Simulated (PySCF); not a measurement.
**Electronic absorption of C4H2ClFN2**

C4H2ClFN2.
Z-matrix (Å and degrees, GFN2-xTB geometry), rows numbered from 1:
```
F 
C   1  1.3290
N   2  1.3079  1  117.04
C   3  1.3285  2  117.68  1  -179.97
C   4  1.3850  3  120.86  2     0.01
N   5  1.3270  4  121.24  3    -0.02
C   6  1.3162  5  118.31  4     0.02
Cl  7  1.7106  2  121.91  1    -0.01
H   4  1.0796  3  116.00  2   179.98
H   5  1.0799  4  122.93  3   179.97
```

Theory: TDDFT PBE0/def2-SVPD, vertical, gas phase, core orbitals frozen in the response (PySCF).

Problem. List the vertical singlet excitations with oscillator strengths and describe the spectrum.

Solution. 

| state | E (eV) | E (kJ/mol) | λ (nm) | f | \|μ\| (D) | symmetry | main configurations (H = HOMO, L = LUMO) |
| --- | --- | --- | --- | --- | --- | --- | --- |
| S1 | 4.54 | 438 | 273.3 | 0.0043 | 0.50 | A″ | H-1→L (99%) |
| S2 | 5.05 | 487 | 245.6 | 0.143 | 2.73 | A′ | H→L (92%) |
| S3 | 5.34 | 515 | 232.1 | 0.0000 | 0.02 | – | H-1→L+1 (100%) |
| S4 | 5.63 | 543 | 220.1 | 0.0001 | 0.06 | – | H-2→L (88%), H-4→L (11%) |
| S5 | 6.14 | 592 | 201.9 | 0.144 | 2.49 | A′ | H→L+1 (84%), H-3→L (12%) |
| S6 | 6.42 | 619 | 193.3 | 0.0000 | 0.01 | – | H-4→L (78%), H-2→L+1 (11%), H-2→L (10%) |

Triplets (Tamm–Dancoff): T1 3.78 eV, H→L (94%); T2 3.84 eV, H-1→L (96%).

The lowest singlet lies at 4.54 eV (273 nm, ultraviolet) and is very weak; its leading configuration is HOMO-1→LUMO (99%). The largest oscillator strength of a single state is 0.144. Löwdin shares by element: HOMO carbon 46% or more, chlorine 23% (atoms not listed hold the other 31%); LUMO nitrogen 48%, carbon 28% or more (atoms not listed hold the other 24%). Of the 6 states listed, 2 reach f = 0.01 and 3 stay under 0.0005. Weighted by f, the mean energy of these states is 5.58 eV. The oscillator strengths of these states sum to 0.291; summed over the whole spectrum of an exact calculation they would give the number of electrons, 66 (Thomas–Reiche–Kuhn). Symmetry labels in Cs follow from the direction of the transition dipole and are given only for states with f of 0.002 or more. The window holds the lowest 6 singlets.
